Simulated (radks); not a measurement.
Neutral phosphorus, configuration [Ne] 3s2 3p(up 3, down 0).

Method: scalar-relativistic Kohn-Sham, SCAN, spin-polarised, spherical densities, finite nucleus; meta-GGA in the generalised Kohn-Sham scheme; Fermi nuclear charge, rms radius 3.1889 fm; computed with a radial shooting solver on a logarithmic mesh with Libxc functionals.

Energy parts (eV):
| part | energy |
|---|---|
| total | -9310.676 |
| kinetic | 9340.650 |
| electron-nucleus | -22206.333 |
| Hartree | 4188.813 |
| exchange-correlation | -633.805 |

Orbitals (lengths in bohr, moments of r in powers of bohr; <r^-3> diverges for s and p1/2; r(90%) holds 90 % of the orbital's charge):
1s up: occ. 1; eigenvalue (eV) -2096.136; r(90%) 0.185
1s down: occ. 1; eigenvalue (eV) -2095.698; r(90%) 0.185
2s up: occ. 1; eigenvalue (eV) -178.0670; r(90%) 0.812
2s down: occ. 1; eigenvalue (eV) -177.7960; r(90%) 0.812
2p up: occ. 3; eigenvalue (eV) -126.6809; r(90%) 0.808; <r^-3> 63.66
2p down: occ. 3; eigenvalue (eV) -126.1646; r(90%) 0.808; <r^-3> 63.47
3s up: occ. 1; eigenvalue (eV) -15.7171; r(90%) 2.89
3s down: occ. 1; eigenvalue (eV) -12.0509; r(90%) 2.94
3p up: occ. 3; eigenvalue (eV) -6.6845; r(90%) 3.61; <r^-3> 3.764

The highest occupied level is 3p up at -6.684 eV. Spin moment in Bohr magnetons: 3.

Empty levels of this run are not shown, since the potential may be unsettled where no density lies.
